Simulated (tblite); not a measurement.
`C[Si](C)(C)O[Si@@]1(O)C=CO1`. The geometry is computed with GFN2-xTB (gas phase).

```
atom  x, y, z in Å
C1    -1.4995    0.0674   -1.5727
Si2   -1.1869   -0.4252    0.2384
C3    -1.6089   -2.2494    0.5740
C4    -2.0488    0.7669    1.4439
O5     0.4441   -0.3533    0.5120
Si6    1.7050    0.6192    0.5765
O7     1.4118    1.7841    1.6644
C8     3.4002   -0.1455    0.2622
C9     3.3977    0.5588   -0.8660
O10    2.2178    1.2755   -0.9186
H11   -1.0283   -0.6363   -2.2531
H12   -2.5578    0.1000   -1.8125
H13   -1.0785    1.0471   -1.7803
H14   -2.6631   -2.4445    0.4067
H15   -1.0436   -2.9099   -0.0765
H16   -1.3795   -2.5269    1.5981
H17   -3.1267    0.7667    1.3164
H18   -1.8367    0.5002    2.4750
H19   -1.6944    1.7826    1.2953
H20    1.9467    2.5747    1.6543
H21    4.1382   -0.8182    0.6463
H22    4.0809    0.6855   -1.6867
```

Task: What is the longest distance between nuclei?

Result: H17···H22, 7.81 Å; the next longest distance is 7.72 Å.

Task: Work out the bond lengths C1–H13, Si2–C4, C3–H15, C4–H17, C4–H18, Si6–O7, C9–O10 in Å.

Result: For C1–H13 the difference vector is (0.4210, 0.9797, -0.2076) Å, of length 1.0863 Å. C1–H13 1.086; Si2–C4 1.902; C3–H15 1.086; C4–H17 1.085; C4–H18 1.086; Si6–O7 1.621; C9–O10 1.382 Å.

Task: How far apart are these pairs, which share no bond: C1···H15, C1···H22, C3···H17, C8···H11, O10···H19, H11···H13, H13···H20?

Result: C1···H15 3.363 Å (3 bonds apart); C1···H22 5.616 Å (6 bonds apart); C3···H17 3.457 Å (3 bonds apart); C8···H11 5.117 Å (5 bonds apart); O10···H19 4.524 Å (5 bonds apart); H11···H13 1.749 Å (2 bonds apart); H13···H20 4.825 Å (6 bonds apart).

Task: Give the dihedral angles C1–Si2–C4–H19, O10–Si6–C8–C9, C3–Si2–C4–H19.

Result: C1–Si2–C4–H19 -59° (synclinal); O10–Si6–C8–C9 0° (synperiplanar); C3–Si2–C4–H19 173° (antiperiplanar). Dihedral signs follow IUPAC: positive where, seen along the central bond, the front bond turns clockwise onto the rear one.

Task: What are the angles C3–Si2–C4, C3–Si2–O5, Si2–C3–H14, H14–C3–H16, Si6–C8–C9?

Result: From the scalar product of the two bond vectors; for C3–Si2–C4 it is -1.4064 Å² over 1.9022 × 1.9018 Å², cos θ = -0.3887. C3–Si2–C4 112.9°; C3–Si2–O5 103.4°; Si2–C3–H14 111.1°; H14–C3–H16 107.7°; Si6–C8–C9 85.7°.

Task: What is the repulsion energy of the bare nuclei, Σ ZA·ZB/RAB?

Result: 760.25 Eh over 231 pairs, with full nuclear charges and distances in bohr; the largest single term is 37.19 Eh (O5 with Si6).

Task: Where is the centre of mass (commonest isotopes), and what is the radius of gyration?

Result: Mass 176.032 u; centre at (0.529, 0.198, 0.243) Å; Rg = √(Σ m r²/M) = 2.382 Å. As Ia + Ib + Ic = 2 Σ m r², the three principal moments sum to 1998.0 u·Å².

Task: Write the matrix of distances between heavy atoms (Å, lower triangle).

Result: 
```
C1    0.000
Si2   1.903  0.000
C3    3.160  1.902  0.000
C4    3.145  1.902  3.170  0.000
O5    2.881  1.655  2.795  2.887  0.000
Si6   3.898  3.093  4.383  3.856  1.594  0.000
O7    4.680  3.697  5.156  3.614  2.614  1.621  0.000
C8    5.236  4.596  5.442  5.650  2.974  1.886  3.105  0.000
C9    4.972  4.817  5.918  5.920  3.384  2.225  3.442  1.330  0.000
O10   3.963  3.978  5.413  4.903  2.801  1.711  2.753  2.194  1.382  0.000
```

Its lowest GFN2-xTB frequency is 16i cm⁻¹, too small to tell a flat minimum from a shallow saddle. One conformer, not necessarily the lowest. 3 starts were optimised and ended at 0.00, 0.05 and 0.09 kcal/mol (GFN2-xTB); the lowest of these is shown.
